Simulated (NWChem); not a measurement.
System: CH7FN2Si; SMILES NC[Si@H](N)F

NWChem input:

```
start job
memory heap 200 mb stack 900 mb global 1100 mb
geometry units angstroms noautoz
  N     -0.009110     2.339649    -0.171745
  C      0.689442     1.158490     0.387701
  Si     0.062643    -0.488222    -0.287690
  N     -1.592805    -0.667216     0.158901
  F      1.025233    -1.682282     0.258442
  H      0.159119     2.390156    -1.176105
  H     -1.015522     2.211440    -0.069027
  H      1.764448     1.273476     0.201877
  H      0.584665     1.185647     1.481480
  H      0.094791    -0.543630    -1.772094
  H     -2.187994    -1.304500    -0.357164
  H     -1.864889    -0.638496     1.135316
end
basis spherical
  * library 6-311g**
end
dft
  xc pbe0
  iterations 150
  mulliken
end
task dft energy
```

Output (shortened):

```
             Northwest Computational Chemistry Package (NWChem) 7.3.0
             --------------------------------------------------------

 C1  symmetry detected

                             Geometry "geometry" -> ""
                             -------------------------

 Output coordinates in angstroms (scale by  1.889725989 to convert to a.u.)

  No.       Tag          Charge          X              Y              Z
 ---- ---------------- ---------- -------------- -------------- --------------
    1 N                    7.0000     0.07288145     2.31828886    -0.08364502
    2 C                    6.0000     0.74959359     1.08733506     0.38848285
    3 Si                  14.0000     0.01157857    -0.50324068    -0.30872089
    4 N                    7.0000    -1.62125369    -0.62965818     0.22967292
    5 F                    9.0000     0.95026015    -1.75771343     0.13376521
    6 H                    1.0000     0.18417669     2.40151660    -1.09373287
    7 H                    1.0000    -0.93051571     2.22878476     0.07458522
    8 H                    1.0000     1.81594985     1.16404026     0.14273729
    9 H                    1.0000     0.71027005     1.07540204     1.48683592
   10 H                    1.0000    -0.04563174    -0.50091193    -1.79340278
   11 H                    1.0000    -2.27342193    -1.22017800    -0.27298685
   12 H                    1.0000    -1.83422449    -0.62828861     1.22107716

 Effective nuclear repulsion energy (a.u.)     247.6072590204

                                 NWChem DFT Module
                                 -----------------

 Summary of "ao basis" -> "ao basis" (spherical)
 ------------------------------------------------------------------------------
       Tag                 Description            Shells   Functions and Types
 ---------------- ------------------------------  ------  ---------------------
 N                          6-311g**                 8       18   4s3p1d
 C                          6-311g**                 8       18   4s3p1d
 Si                         6-311g**                12       26   6s5p1d
 F                          6-311g**                 8       18   4s3p1d
 H                          6-311g**                 4        6   3s1p

            General Information
            -------------------
          SCF calculation type: DFT
          Wavefunction type:  closed shell.
          No. of atoms     :    12
          No. of electrons :    50
           Alpha electrons :    25
            Beta electrons :    25
          Charge           :     0
          Spin multiplicity:     1
          Use of symmetry is: off; symmetry adaption is: off
          Maximum number of iterations: 150
          AO basis - number of functions:   140
                     number of shells:    72
          Convergence on energy requested:  1.00D-06
          Convergence on density requested:  1.00D-05
          Convergence on gradient requested:  5.00D-04

              XC Information
              --------------
                         PBE0 Method XC Functional
                     Hartree-Fock (Exact) Exchange  0.250
          PerdewBurkeErnzerhof Exchange Functional  0.750
            Perdew 1991 LDA Correlation Functional  1.000 local
           PerdewBurkeErnz. Correlation Functional  1.000 non-local

             Grid Information
             ----------------
          Grid used for XC integration:  medium
          Radial quadrature: Mura-Knowles
          Angular quadrature: Lebedev.
          Tag              B.-S. Rad. Rad. Pts. Rad. Cut. Ang. Pts.
          ---              ---------- --------- --------- ---------
          N                   0.65       49          11.0       434
          C                   0.70       49          11.0       434
          Si                  1.10       88          10.0       590
          F                   0.50       49          11.0       434
          H                   0.35       45          12.0       434
          Grid pruning is: on
          Number of quadrature shells:   599
          Spatial weights used:  Erf1

      Superposition of Atomic Density Guess
      -------------------------------------

 Sum of atomic energies:        -538.02244701

      Non-variational initial energy
      ------------------------------

 Total energy =    -540.258746
 1-e energy   =   -1233.232742
 2-e energy   =     445.366737
 HOMO         =      -0.286586
 LUMO         =       0.055946

     ---------------------------------------------
      Total Density - Mulliken Population Analysis
     ---------------------------------------------

    Atom       Charge   Shell Charges
 -----------   ------   -------------------------------------------------------
    1 N    7     7.71   1.09  0.90  0.77  0.91  1.88  0.68  1.45  0.02
    2 C    6     6.50   1.10  0.89  0.56  0.79  1.55  0.53  1.01  0.06
    3 Si  14    12.67   0.79  1.18  0.97  1.02  0.77  0.27  1.95  3.95  0.50  0.87  0.17  0.22
    4 N    7     8.01   1.09  0.90  0.82  0.90  2.00  0.66  1.63  0.01
    5 F    9     9.62   1.08  0.92  1.21  1.11  2.55  0.86  1.90  0.00
    6 H    1     0.70   0.23  0.35  0.09  0.04
    7 H    1     0.71   0.23  0.35  0.09  0.04
    8 H    1     0.81   0.24  0.43  0.12  0.02
    9 H    1     0.81   0.24  0.43  0.12  0.02
   10 H    1     1.14   0.23  0.57  0.33  0.01
   11 H    1     0.66   0.22  0.32  0.08  0.04
   12 H    1     0.67   0.22  0.32  0.08  0.04

   convergence    iter        energy       DeltaE   RMS-Dens  Diis-err
 ---------------- ----- ----------------- --------- --------- ---------
 d= 0,ls=0.0,diis     1   -540.8429968620 -7.88D+02  7.91D-03  1.10D+00
 d= 0,ls=0.0,diis     2   -540.8396687624  3.33D-03  4.44D-03  1.09D+00
 d= 0,ls=0.0,diis     3   -540.9245476969 -8.49D-02  9.23D-04  8.74D-02
 d= 0,ls=0.0,diis     4   -540.9304458415 -5.90D-03  2.68D-04  3.62D-03
 d= 0,ls=0.0,diis     5   -540.9307408534 -2.95D-04  8.08D-05  5.41D-04
  Resetting Diis
 d= 0,ls=0.0,diis     6   -540.9307910374 -5.02D-05  1.55D-05  9.75D-06
 d= 0,ls=0.0,diis     7   -540.9307920072 -9.70D-07  7.68D-06  9.40D-07

         Total DFT energy =     -540.930792007219
      One electron energy =    -1238.363430123045
           Coulomb energy =      502.831891414274
    Exchange-Corr. energy =      -53.006512318896
 Nuclear repulsion energy =      247.607259020447

 Numeric. integr. density =       49.999989568281

                       DFT Final Molecular Orbital Analysis
                       ------------------------------------

 Vector   23  Occ=2.000000D+00  E=-3.540426D-01
              MO Center=  1.3D-01, -1.5D-01, -7.5D-01, r^2= 3.3D+00
   Bfn.  Coefficient  Atom+Function         Bfn.  Coefficient  Atom+Function
  ----- ------------  ---------------      ----- ------------  ---------------
   124      0.276157  10 H  s               125      0.255133  10 H  s
    54     -0.177478   3 Si pz               93      0.173880   5 F  pz
    89      0.169515   5 F  pz              123      0.154705  10 H  s
    85      0.118645   5 F  pz               51     -0.115819   3 Si pz
    27      0.107593   2 C  pz               28     -0.102248   2 C  s

 Vector   24  Occ=2.000000D+00  E=-2.943939D-01
              MO Center= -1.4D+00, -5.7D-01,  1.9D-01, r^2= 1.5D+00
   Bfn.  Coefficient  Atom+Function         Bfn.  Coefficient  Atom+Function
  ----- ------------  ---------------      ----- ------------  ---------------
    74      0.402249   4 N  py               70      0.334248   4 N  py
    66      0.226460   4 N  py               73     -0.175169   4 N  px
    69     -0.134604   4 N  px               75     -0.104640   4 N  pz
    87     -0.094528   5 F  px               65     -0.093810   4 N  px
    91     -0.092900   5 F  px               71     -0.089351   4 N  pz

 Vector   25  Occ=2.000000D+00  E=-2.413923D-01
              MO Center=  2.3D-01,  1.8D+00,  3.6D-02, r^2= 2.3D+00
   Bfn.  Coefficient  Atom+Function         Bfn.  Coefficient  Atom+Function
  ----- ------------  ---------------      ----- ------------  ---------------
    12      0.373359   1 N  py                8      0.260646   1 N  py
    28      0.194300   2 C  s                 4      0.183912   1 N  py
    13      0.179752   1 N  pz               41      0.167774   3 Si s
     6      0.161055   1 N  s                 9      0.153108   1 N  pz
    11      0.147872   1 N  px               10      0.137183   1 N  s

 Vector   26  Occ=0.000000D+00  E= 3.414104D-02
              MO Center= -1.5D+00, -6.4D-01,  4.7D-01, r^2= 5.7D+00
   Bfn.  Coefficient  Atom+Function         Bfn.  Coefficient  Atom+Function
  ----- ------------  ---------------      ----- ------------  ---------------
    72      0.996302   4 N  s               137     -0.642442  12 H  s
   131     -0.615367  11 H  s               107     -0.374581   7 H  s
    56      0.360813   3 Si py              113     -0.316375   8 H  s
    28      0.311755   2 C  s               119     -0.288564   9 H  s
    42      0.265340   3 Si s                55      0.240346   3 Si px

 Vector   27  Occ=0.000000D+00  E= 4.278680D-02
              MO Center= -5.1D-02,  6.4D-01, -5.9D-01, r^2= 5.9D+00
   Bfn.  Coefficient  Atom+Function         Bfn.  Coefficient  Atom+Function
  ----- ------------  ---------------      ----- ------------  ---------------
    10      0.693872   1 N  s                56     -0.618639   3 Si py
   101     -0.606527   6 H  s                28      0.377685   2 C  s
    90     -0.312043   5 F  s                30     -0.277233   2 C  py
    53     -0.277105   3 Si py               74      0.257506   4 N  py
   107     -0.242668   7 H  s                55      0.212148   3 Si px

 Vector   28  Occ=0.000000D+00  E= 6.220625D-02
              MO Center=  9.8D-01,  2.2D-01,  7.6D-02, r^2= 5.9D+00
   Bfn.  Coefficient  Atom+Function         Bfn.  Coefficient  Atom+Function
  ----- ------------  ---------------      ----- ------------  ---------------
    28      1.320121   2 C  s                55     -0.892449   3 Si px
   119     -0.741838   9 H  s               113     -0.545729   8 H  s
    72     -0.338211   4 N  s                29      0.321322   2 C  px
    31      0.275010   2 C  pz              137     -0.260613  12 H  s
    10      0.254450   1 N  s                90      0.252159   5 F  s

     ---------------------------------------------
      Total Density - Mulliken Population Analysis
     ---------------------------------------------

    Atom       Charge   Shell Charges
 -----------   ------   -------------------------------------------------------
    1 N    7     7.48   1.10  0.90  0.77  0.87  1.76  0.70  1.36  0.03
    2 C    6     6.46   1.10  0.89  0.62  0.74  1.56  0.54  0.96  0.06
    3 Si  14    12.93   0.79  1.18  0.95  1.04  0.82  0.14  1.97  3.90  0.65  1.01  0.17  0.31
    4 N    7     7.75   1.10  0.90  0.79  0.84  1.82  0.70  1.59  0.01
    5 F    9     9.42   1.08  0.92  1.17  1.08  2.35  0.89  1.92  0.00
    6 H    1     0.80   0.27  0.42  0.07  0.04
    7 H    1     0.80   0.27  0.41  0.07  0.04
    8 H    1     0.84   0.27  0.46  0.09  0.02
    9 H    1     0.84   0.27  0.47  0.09  0.02
   10 H    1     1.17   0.25  0.59  0.32  0.01
   11 H    1     0.75   0.27  0.38  0.06  0.04
   12 H    1     0.76   0.27  0.39  0.06  0.04

     -------------------------------------------
      Total Density - Lowdin Population Analysis
     -------------------------------------------

    Atom       Charge   Shell Charges
 -----------   ------   -------------------------------------------------------
    1 N    7     7.03   1.04  0.94  0.76  0.65  1.70  0.46  1.45  0.04
    2 C    6     6.20   1.05  0.92  0.60  0.52  1.50  0.36  1.12  0.13
    3 Si  14    13.29   0.90  1.08  0.94  1.01  0.52  0.33  2.16  3.53  0.83  1.08  0.46  0.45
    4 N    7     7.22   1.04  0.94  0.78  0.63  1.75  0.46  1.59  0.02
    5 F    9     9.26   1.03  0.96  1.18  1.01  2.35  0.79  1.95  0.00
    6 H    1     0.97   0.28  0.41  0.15  0.13
    7 H    1     0.98   0.28  0.41  0.16  0.13
    8 H    1     0.98   0.27  0.45  0.19  0.07
    9 H    1     0.98   0.27  0.45  0.19  0.07
   10 H    1     1.17   0.26  0.55  0.34  0.02
   11 H    1     0.96   0.27  0.40  0.15  0.14
   12 H    1     0.96   0.27  0.40  0.15  0.14

     Multipole analysis of the density
     ---------------------------------

     L   x y z        total         alpha         beta         nuclear
     -   - - -        -----         -----         ----         -------
     0   0 0 0     -0.000000    -25.000000    -25.000000     50.000000

     1   1 0 0     -0.806528     -0.403264     -0.403264      0.000000
     1   0 1 0     -0.076777     -0.038388     -0.038388      0.000000
     1   0 0 1     -0.069056     -0.034528     -0.034528      0.000000

     2   2 0 0    -25.878348    -90.026745    -90.026745    154.175141
     2   1 1 0      2.456337     -4.664258     -4.664258     11.784852
     2   1 0 1     -1.233101     -0.079364     -0.079364     -1.074374
     2   0 2 0    -33.861552   -185.168214   -185.168214    336.474876
     2   0 1 1     -1.345349     -0.659613     -0.659613     -0.026122
     2   0 0 2    -25.929677    -32.666060    -32.666060     39.402443
```

Level: PBE0/6-311G** (spherical d). Structure relaxed at the B3LYP/6-31G* (spherical d) level.
